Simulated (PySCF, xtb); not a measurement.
GeH2O, SMILES [OH][GeH] (connectivity only; charge and spin as stated), neutral, multiplicity 1.

GFN2-xTB run with xtb at its own geometry gives an orbital gap of 3.51 eV and a dipole moment of 0.46 D.

The structure is a stationary point at PBE0-D3(BJ)/def2-TZVP.

Q: What does PySCF with ωB97X/def2-TZVPD give? (Estimate from the structure and the level; the computed values follow.)

A: gap 8.97 eV (levels -9.27 and -0.30 eV), dipole 1.24 D.
